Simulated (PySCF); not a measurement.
C3H10NSi (doublet state).
Z-matrix (Å and degrees, GFN2-xTB geometry), rows numbered from 1:
```
C 
C   1  1.4747
C   2  1.5286  1  112.38
N   2  1.4614  1  107.89  3  -123.98
Si  4  1.7157  2  124.80  1  -147.80
H   1  1.0735  2  120.70  3    19.04
H   1  1.0729  2  119.20  3  -176.04
H   2  1.0988  1  110.15  3   121.70
H   3  1.0872  2  110.10  1  -178.72
H   3  1.0870  2  110.08  1    60.97
H   3  1.0883  2  110.19  1   -58.94
H   4  1.0090  2  111.55  1    56.51
H   5  1.4629  4  106.20  2    50.38
H   5  1.4735  4  114.95  2   -69.22
H   5  1.4604  4  104.63  2   170.43
```

The hyperfine couplings belong to this conformer and change with its torsions.

The species is `[CH2][C@H](C)N[SiH3]` [radical].

The calculation used PySCF 2.14.0, UKS B3LYP, pcH-1 on C H N Si, non-relativistic, mean-field spin-orbit, GIAO. Isolated species at its GFN2-xTB geometry (one conformer only). Couplings are sensitive to structure, and on GFN2-xTB geometries they can be far from those on DFT ones. No stability test was run, so a lower SCF solution isn't excluded.

Question: The isotropic 13C couplings are +94.5, -25.4, +0.6 MHz. Assign them to C1; C2; C3.

Answer: 
| site | a_iso (MHz) | ρ(0) (bohr⁻³) | position | distance from C1 (Å) | spin population | largest \|T\| (MHz) |
| --- | --- | --- | --- | --- | --- | --- |
| C1 | +94.5 | +0.0841 | largest spin population | 0.00 | +1.07 | 160.9 |
| C2 | -25.4 | -0.0226 | 1 bond from C1 | 1.47 | -0.07 | 2.3 |
| C3 | +0.6 | +0.0005 | 2 bonds from C1 | 2.50 | 0.00 | 1.5 |

ρ(0) is the spin density at the nucleus and T the dipolar tensor; a_iso includes a spin–orbit part; entries for several nuclei are means. The Mulliken spin populations are largest on C1 (+1.07) and C2 (-0.07). C1 is the only atom above +0.15. The positive populations add up to 1.16 and the negative ones to -0.16, together 2S = 1. The angles at C1 add up to 358.3°, so it is nearly planar; its axial dipolar tensor and the negative couplings of its protons fit spin in a p orbital normal to that plane.

Nuclei that the bonding pattern makes equivalent are averaged, as if the motion that swaps them (rotation, inversion, ring flip) were fast. The three 1H nuclei of mean +1.1 MHz run from -1.2 to 4.7 MHz in the frozen geometry.

The run took 1.7 min wall (with the writing of density and orbital grids) on one thread of an Intel Xeon at 2.50 GHz (shared host), and the process peaked at 0.85 GiB of memory.
